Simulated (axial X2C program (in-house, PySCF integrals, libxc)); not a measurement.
# How long does CaAs take?

A bond scan computed with an in-house relativistic program for diatomic molecules. Basis: As dyall-v3z [9s9p6d1f], Ca dyall-v3z [11s12p4d3f] (cores contracted in-house).

The run was started with this input:
```json
{"zs": [33, 20], "q": 0, "bas": ["dyall-v3z", "dyall-v3z"], "levels": ["PBE0", "HF", "PBE50", "BP86"], "cc": false, "r0": 2.92, "npts": 10, "nst": 2, "ntry": 6}
```
```bash
python so2c.py task.json out
```

Keys: zs atomic numbers; q charge; bas basis sets; levels methods; cc coupled cluster on or off; r0 starting distance in Å; npts points on the curve; nst determinants followed; ntry starts of the search. HF also brings MP2.

Hardware: 1 thread of Arm Neoverse N1, on a shared host.

Wall time of one point of each curve, integrals apart:

| Hamiltonian | level | points | seconds a point |
| --- | --- | --- | --- |
| spin-free | PBE0 | 10 | 0.79 |
| spin-free | HF | 10 | 0.44 |
| spin-free | PBE50 | 10 | 0.85 |
| spin-free | BP86 | 10 | 0.52 |
| 2c | PBE0 | 10 | 2.3 |
| 2c | HF | 10 | 0.88 |
| 2c | PBE50 | 10 | 1.3 |
| 2c | BP86 | 10 | 0.71 |

The rest:

Search with its distance optimisation 34 s, atoms 5.7 s, whole task 140 s. Coupled cluster runs on the points near the minimum only. The program drops outer points, and coupled cluster, when its time limit (not in the input) nears; MP2, further determinants and curves that did not converge are not in the table.
